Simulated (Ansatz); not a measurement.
C2H8O2Si (`CC(O)[SiH2]O`) at its PBE0-D4/def2-TZVP geometry, where that method's forces vanish. Charge 0, multiplicity 1.

```xyz
13

C     1.0710    0.9633   -0.6658
C     0.2789   -0.3220   -0.5723
O    -0.9129   -0.1451   -1.3645
Si   -0.3187   -0.7142    1.1794
O    -1.3057    0.5049    1.6827
H     1.2997    1.1961   -1.7088
H     2.0104    0.8742   -0.1154
H     0.5106    1.8016   -0.2452
H     0.8823   -1.1430   -0.9845
H    -1.3185   -1.0059   -1.4996
H     0.7726   -0.8209    2.1806
H    -1.0555   -2.0122    1.1026
H    -1.9140    0.8233    1.0108
```

**Question.** What forces (eV/Å) does PBE-D4/def2-TZVPP give on these atoms in Ansatz 0.2.0? (Estimate.)

**Answer.** Ansatz gave: 
```
C1   0.022  0.014  0.004
C2   0.247 -0.092  0.159
O3  -0.262  0.503 -0.247
Si4  0.189 -0.276 -0.068
O5  -0.027  0.248  0.489
H6   0.055  0.057 -0.210
H7   0.181 -0.009  0.103
H8  -0.104  0.174  0.085
H9   0.145 -0.180 -0.080
H10 -0.203 -0.426 -0.056
H11  0.114 -0.005  0.134
H12 -0.071 -0.158 -0.013
H13 -0.286  0.149 -0.301
```
